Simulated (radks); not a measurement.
Values are calculated unless marked as measured or tabulated.
Species: the niobium ion Nb2+. Configuration: [Kr] 4d2 7f1 (not the ground configuration). Code: a radial shooting solver on a logarithmic mesh with Libxc functionals. Model: scalar-relativistic Kohn-Sham, PBE, spin-polarised, spherical densities, point nucleus; open shells are filled with parallel spins first (spin-orbit coupling, left out, can overturn this in heavy ions).

Normalised radial functions P(r) = r R(r), r in bohr:

| r | 4s up | 4p up | 4p down |
|---|---|---|---|
| 0.004826 | 0.1225 | 0.0075 | 0.0075 |
| 0.008052 | 0.1721 | 0.0185 | 0.0187 |
| 0.01344 | 0.2154 | 0.0445 | 0.0449 |
| 0.02242 | 0.2109 | 0.0997 | 0.1006 |
| 0.03741 | 0.0904 | 0.1973 | 0.1991 |
| 0.06243 | -0.1717 | 0.3101 | 0.3129 |
| 0.1042 | -0.3724 | 0.2949 | 0.2975 |
| 0.1752 | -0.0659 | -0.0593 | -0.0601 |
| 0.2924 | 0.5378 | -0.5007 | -0.5052 |
| 0.4878 | 0.1806 | -0.1870 | -0.1873 |
| 0.814 | -0.9106 | 0.7582 | 0.7656 |
| 1.358 | -0.8832 | 0.9209 | 0.9186 |
| 2.266 | -0.2074 | 0.3134 | 0.3104 |
| 3.782 | -0.0088 | 0.0248 | 0.0247 |
| 6.311 | 0.0000 | 0.0002 | 0.0002 |
| 10.53 | 0.0000 | 0.0000 | 0.0000 |
| 17.57 | 0.0000 | 0.0000 | 0.0000 |
| 29.55 | 0.0000 | 0.0000 | 0.0000 |
| 49.31 | 0.0000 | 0.0000 | 0.0000 |

4s up: eigenvalue -87.549 eV, 3 radial nodes at r = 0.0458, 0.185, 0.531 bohr, <r> = 1.15 bohr, 90 % of the charge inside 1.67 bohr. 4p up: eigenvalue -63.325 eV, 2 radial nodes at r = 0.165, 0.543 bohr, <r> = 1.28 bohr, 90 % of the charge inside 1.88 bohr. 4p down: eigenvalue -61.739 eV, 2 radial nodes at r = 0.165, 0.542 bohr, <r> = 1.27 bohr, 90 % of the charge inside 1.87 bohr.
